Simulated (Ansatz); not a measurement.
Consider the ligand exchange at the Sc–Cl bond: `C[N](C)[Sc]([Cl])[N](C)C` + H–F → `C[N](C)[Sc]([F])[N](C)C` + HCl.

Gas-phase electronic energies from Ansatz, PBE0-D4/def2-TZVP geometries. CCSD(T)/CBS is the MP2 limit (def2-TZVPP, def2-QZVPP) plus CCSD(T) − MP2 in def2-TZVPP, frozen cores. This one scheme is used for every species. DFT in def2-TZVPP. For Sc outer-core shells are correlated without core-valence functions, which leaves a few kJ/mol of doubt a bond. Scalar relativity is left out up to krypton. Each species was taken in one conformer, which may not be the lowest.

(1) Is it downhill or uphill in electronic energy at CCSD(T)/CBS, and by how much? (Estimate.)

(2) What do these levels give: BLYP-D4, B97M-V, PBE0-D4, r2SCAN0-D4, CAM-B3LYP-D4, revPBE, PBE0, LC-ωPBE, RPA@PBE/def2-TZVPP, CCSD/def2-SVP, SCS-MP2/def2-TZVPP, SCS-MP2/def2-QZVPP? (Best estimate.)

Largest T1 diagnostic among the species: 0.015.

## Answers

(1) The calculation gave: Uphill: ΔE = +7.0 kJ/mol.

(2) Ansatz gave: BLYP-D4 -9.2, B97M-V -2.6, PBE0-D4 3.0, r2SCAN0-D4 4.1, CAM-B3LYP-D4 -7.9, revPBE -11.2, PBE0 -1.0, LC-ωPBE -11.8, RPA@PBE/def2-TZVPP -1.6, CCSD/def2-SVP -10.2, SCS-MP2/def2-TZVPP 1.9, SCS-MP2/def2-QZVPP 4.2 kJ/mol.

From BLYP to BHLYP (50 % exact exchange), in def2-TZVPP and without D4, ΔE moves by +14.0 kJ/mol. The D4 term adds +6.7 kJ/mol with B3LYP and +3.9 kJ/mol with PBE0; it sums over pairs of atoms, weighted by their polarisabilities, and B3LYP, whose exchange is more repulsive, gets the larger term. Leaving LDA and LC-ωPBE aside and taking each functional with its dispersion term where it has one, the values, not all of them listed here, spread over 15.2 kJ/mol, from BLYP-D4 to PBE-QIDH. LDA lies +4.2 kJ/mol from PBE without D4.

B3LYP here is the variant with VWN-RPA as its local correlation; programs differ in this.
